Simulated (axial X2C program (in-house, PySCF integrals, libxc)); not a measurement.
Which molecule gave these maps?

PBE0 fields computed with an axial X2C code built on PySCF integrals, with spin–orbit coupling, near the equilibrium distance, one atom at z = 0.

The maps cover the half plane through the axis: z from -2.4 to 4.8 Å along the bond, ρ from 0.15 to 2.25 Å away from it.

log10 of the density in e/bohr³:

```
 ρ\z  -2.4  -1.8  -1.2  -0.6   0.0   0.6   1.2   1.8   2.4   3.0   3.6   4.2   4.8
0.15  -3.5  -2.5  -1.4  -0.4   1.5  -0.4  -1.4  -1.2  -0.7   1.2  -0.7  -1.5  -2.4
0.45  -3.6  -2.6  -1.6  -0.6   0.0  -0.6  -1.5  -1.3  -0.8  -0.4  -0.9  -1.6  -2.4
0.75  -3.7  -2.8  -1.8  -1.0  -0.6  -1.0  -1.8  -1.5  -1.0  -0.9  -1.1  -1.8  -2.6
1.05  -3.9  -3.1  -2.2  -1.4  -1.1  -1.5  -2.1  -1.8  -1.4  -1.2  -1.5  -2.1  -2.8
1.35  -4.1  -3.4  -2.6  -2.0  -1.8  -2.0  -2.4  -2.1  -1.8  -1.7  -1.9  -2.4  -3.0
1.65  -4.3  -3.7  -3.1  -2.6  -2.4  -2.6  -2.7  -2.4  -2.2  -2.1  -2.3  -2.7  -3.3
1.95  -4.6  -4.1  -3.6  -3.2  -3.0  -3.1  -3.1  -2.8  -2.6  -2.5  -2.7  -3.1  -3.6
2.25  -4.9  -4.4  -4.0  -3.7  -3.6  -3.6  -3.4  -3.1  -3.0  -2.9  -3.1  -3.4  -3.8
```

Electron localisation function (collinear form, no current term, damped to 0 at low density):

```
 ρ\z  -2.4  -1.8  -1.2  -0.6   0.0   0.6   1.2   1.8   2.4   3.0   3.6   4.2   4.8
0.15  0.02  0.22  0.76  0.42  0.30  0.42  0.20  0.82  0.20  0.77  0.69  0.88  0.60
0.45  0.01  0.18  0.70  0.76  0.23  0.76  0.15  0.79  0.70  0.10  0.86  0.85  0.56
0.75  0.01  0.11  0.57  0.84  0.77  0.82  0.09  0.73  0.85  0.74  0.88  0.79  0.47
1.05  0.00  0.06  0.36  0.73  0.82  0.65  0.05  0.64  0.80  0.82  0.81  0.67  0.35
1.35  0.00  0.02  0.16  0.47  0.61  0.27  0.03  0.52  0.68  0.70  0.67  0.50  0.21
1.65  0.00  0.01  0.05  0.18  0.24  0.05  0.03  0.39  0.51  0.52  0.46  0.30  0.09
1.95  0.00  0.00  0.01  0.04  0.04  0.01  0.03  0.25  0.33  0.32  0.26  0.14  0.03
2.25  0.00  0.00  0.00  0.00  0.00  0.00  0.02  0.13  0.17  0.15  0.11  0.04  0.01
```

Axial spin density in 10⁻³ e/bohr³:

```
 ρ\z  -2.4  -1.8  -1.2  -0.6   0.0  0.6   1.2   1.8   2.4    3.0   3.6   4.2   4.8
0.15   0.0  -0.1  -0.1   0.1  -0.4  0.1  -0.4  -1.2   0.3  109.6  -1.6  -0.9  -0.2
0.45   0.0  -0.1  -0.1   0.1  -0.1  0.0  -0.1   0.4  12.7   20.4   6.6  -0.1  -0.1
0.75   0.0   0.0  -0.1   0.1   0.0  0.0   0.1   1.5  14.3   30.3   8.5   0.6   0.0
1.05   0.0   0.0   0.0   0.0   0.0  0.0   0.1   1.5   8.3   14.8   5.4   0.6   0.0
1.35   0.0   0.0   0.0   0.0   0.0  0.0   0.1   1.0   3.8    5.8   2.6   0.5   0.0
1.65   0.0   0.0   0.0   0.0   0.0  0.0   0.1   0.5   1.6    2.1   1.1   0.2   0.0
1.95   0.0   0.0   0.0   0.0   0.0  0.0   0.1   0.2   0.6    0.8   0.4   0.1   0.0
2.25   0.0   0.0   0.0   0.0   0.0  0.0   0.0   0.1   0.2    0.3   0.2   0.1   0.0
```

Which molecule is it?
A. RbS
B. VP
C. KY
D. CsSe⁺

A. RbS, with Rb at z = 0 and S at z = 2.943 Å, state Ω = 3/2 (⟨Sz⟩ = 0.50, ⟨Lz⟩ = 1.00 at PBE0), basis Rb dyall-cv3z [12s13p8d4f1g], S dyall-av3z [9s8p3d2f] (cores contracted in-house). One determinant describes the state; a PBE0 search over occupations chose it and may have missed a lower one. Density functionals use the spin component along the axis (collinear). PBE0 can misorder states that lie within some tenths of an eV, so this need not be the ground state of the molecule. The nearest other 2c determinant of the search, Ω = 1/2, lies 0.04 eV up at the distance of the search. The functionals have no current-density term, which raises determinants with orbital currents, atoms included.
